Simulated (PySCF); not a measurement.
Compound: C₅H₇FSe.
Cartesian coordinates in Å at the GFN2-xTB level; atoms count from 1:
```xyz
14
C5H7FSe angstrom
F     -1.4139    1.1699    1.3231
C     -1.0650    1.1836   -0.0003
C     -1.0205   -0.2289   -0.5512
C     -0.0831   -1.1311    0.2498
C      1.3443   -0.6805    0.2157
C      1.7671    0.5625    0.0321
Se     0.6760    2.0964   -0.1973
H     -1.8073    1.8071   -0.5144
H     -2.0315   -0.6431   -0.5196
H     -0.6978   -0.1805   -1.5940
H     -0.1470   -2.1477   -0.1438
H     -0.4227   -1.1627    1.2906
H      2.0819   -1.4566    0.3718
H      2.8187    0.8111    0.0154
```

Vertical excitations from PySCF (density fitting, frozen core in the response, grid level 2 and gas phase unless stated; continuum runs use non-equilibrium linear response for the excitations) on a GFN2-xTB geometry. Reference run:

```csv
settings,"S1, eV (f)","S2, eV (f)","S3, eV (f)","S4, eV (f)","S5, eV (f)","S6, eV (f)","T1, eV (Tamm–Dancoff)",mean α (au)
"PBE0/def2-SVPD, full TDDFT, 6 singlets",4.69 (0.001),5.44 (0.142),5.58 (0.018),5.93 (0.018),6.26 (0.005),6.49 (0.005),3.85,84.5
```

Problem. What do these settings give: PBE0/STO-3G, full TDDFT, 3 singlets?

Solution. 
```tsv
settings	S1, eV (f)	S2, eV (f)	S3, eV (f)	S4, eV (f)	S5, eV (f)	S6, eV (f)	T1, eV (Tamm–Dancoff)	mean α (au)
PBE0/STO-3G, full TDDFT, 3 singlets	6.75 (0.010)	6.93 (0.129)	7.91 (0.004)	–	–	–	4.55	37.8
```

S1 moves by +2.06 eV. States are counted by energy in each run and needn't keep their character from row to row.

Problem. Give the leading configurations of S1 (H = HOMO, L = LUMO) and the HOMO–LUMO gap of each run.

Solution. 
| settings | S1 configurations (weight) | S1 (eV) | orbital gap (eV) | S1 − gap (eV) |
| --- | --- | --- | --- | --- |
| PBE0/def2-SVPD, full TDDFT, 6 singlets | H→L 0.89, H→L+1 0.08 | 4.69 | 6.14 | -1.45 |
| PBE0/STO-3G, full TDDFT, 3 singlets | H→L+1 0.90, H→L 0.09 | 6.75 | 7.52 | -0.77 |

 The PBE0/def2-SVPD calculation is non-relativistic and has no spin–orbit coupling, an omission that weighs most on selenium.

One conformer stands for the species.
